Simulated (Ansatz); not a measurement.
# Relative stability

Two relaxed structures of AlH₂TeCl, closed shell (PBE0-D4/def2-TZVP; forces vanish, vibrations not checked).

A:

```
5
angstrom
Cl 4.0453 1.7938 -0.3446
Al -0.1706 -0.9213 -0.1167
Te 2.1189 0.3269 0.3038
H -0.9495 -1.6857 -1.3043
H 1.1231 1.6506 0.3448
```

B:

```
5
angstrom
Cl -0.1173 -1.7924 -1.1348
Al -1.0411 0.5030 0.6283
Te 1.4710 1.3008 0.4239
H -1.2658 -2.3593 -1.1758
H 0.9601 2.5518 1.3895
```

Program: Ansatz 0.2.0. Basis: def2-TZVPP. Cores are frozen in the correlated methods. Filled d shells of the heavier atoms are correlated. Core potentials replace the inner electrons of the atoms past krypton. The def2 sets are not built for correlating such inner shells, so the correlated values are less sure here. B3LYP uses VWN-RPA correlation.

Problem. Which structure is lower at CCSD(T), and by how much? (To be estimated.)

Solution. By the calculation: B, by 120.5 kJ/mol (electronic energy, against the other). By their contacts, A is AlH₂TeCl ([AlH][TeH][Cl]) and B is a complex of AlHTe ([Al][TeH]) + HCl.

All methods give the same order:

| method | E(B) − E(A) (kJ/mol) |
| --- | --- |
| PBE-D4 | -79.3 |
| r2SCAN-D4 | -81.6 |
| PBE0-D4 | -99.1 |
| B3LYP-D4 | -97.1 |
| wB97M-V | -127.5 |
| HF | -149.4 |
| MP2 | -120.5 |
| CCSD | -131.2 |
| CCSD(T) | -120.5 |

The T1 diagnostic stays at or below 0.016. The restricted Hartree–Fock reference is unstable towards an unrestricted one at one or more of these structures.

Labels in which every atom is bracketed show which atoms are joined, not bond orders.

For scale, one of the runs: CCSD(T)/def2-TZVPP, 162 basis functions, launched by `ansatz run in.yaml --threads 2 --pin off --events-out ev --progress --plain --max-ram 4352MiB`. The run took 32 s on 2 CPU threads of an Intel Xeon Platinum 8259CL (shared host), with 1.3 GiB of host memory at its peak.
